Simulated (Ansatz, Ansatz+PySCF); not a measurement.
```yaml
atoms:
  - { symbol: C, position_ang: [0.0000, 0.0000, -0.6121] }
  - { symbol: C, position_ang: [0.0000, 0.0000, 0.6121] }
  - { symbol: H, position_ang: [0.0000, -0.8567, -1.1411] }
  - { symbol: H, position_ang: [0.0000, 0.8567, -1.1411] }
  - { symbol: H, position_ang: [0.0000, -0.8567, 1.1411] }
  - { symbol: H, position_ang: [0.0000, 0.8567, 1.1411] }
```

Basis set: def2-SVP (spherical functions). Left uncorrelated: 2 orbitals. Charge 0, multiplicity 1.

Computed with Ansatz (development build ahead of 0.2.0); each method stands on the lowest determinant of its kind that the runs found. Restricted open shells among the atoms or ions are ROHF, correlated in semicanonical orbitals with singles.

**Question.** Give the atomization energy at this shape (free ground-state atoms in the same class of orbitals less the molecule, no zero-point energy) of singlet C2H4 by RHF-CCSD(T), RHF-MP2, RHF, UHF.

**Answer.**

```tsv
method	atomization energy
RHF-CCSD(T)	514.22 kcal/mol
RHF-MP2	516.59 kcal/mol
RHF	416.86 kcal/mol
UHF	411.76 kcal/mol
```

Caution: the shape is not the minimum.
